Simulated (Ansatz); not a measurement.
```yaml
crystal:
  periodic: [false, false, false]
  atoms:
    - {symbol: F, position_ang: [-2.289080, -0.204403, 2.385579]}
    - {symbol: Si, position_ang: [-1.133715, 0.802185, 1.974757]}
    - {symbol: Cl, position_ang: [-1.981409, 2.598689, 1.541654]}
    - {symbol: C, position_ang: [-0.285624, 0.164180, 0.513374]}
    - {symbol: C, position_ang: [0.315643, -0.251713, -0.454555]}
    - {symbol: Ge, position_ang: [1.246893, -0.907737, -1.984722]}
    - {symbol: H, position_ang: [-0.225255, 0.960055, 3.121223]}
    - {symbol: H, position_ang: [1.372131, 0.239418, -2.991317]}
    - {symbol: H, position_ang: [2.628722, -1.386964, -1.530253]}
    - {symbol: H, position_ang: [0.434793, -2.065009, -2.572741]}
basis:
  gaussian: {orbitals: def2-mTZVPP}
magnetization: {spin_polarized: true, initial_magnetization: 1}
hamiltonian: {xc: {name: PBE0-DH}}
scf: {lower_state_search: off}
output: {forces: true}
```

```sh
$ ansatz run in.yaml --threads 2 --pin off --events-out ev --progress --plain --max-ram 32768MiB --backend cpu
```

Shortened log:

```
Error: a molecule whose nuclei and cores have a total charge of 88 cannot have a net charge of 0 together with 1 unpaired electrons
```

**Question.** What is wrong with this run?

**Answer.** The number of unpaired electrons doesn't fit the electron count. The input was rejected before any iteration.
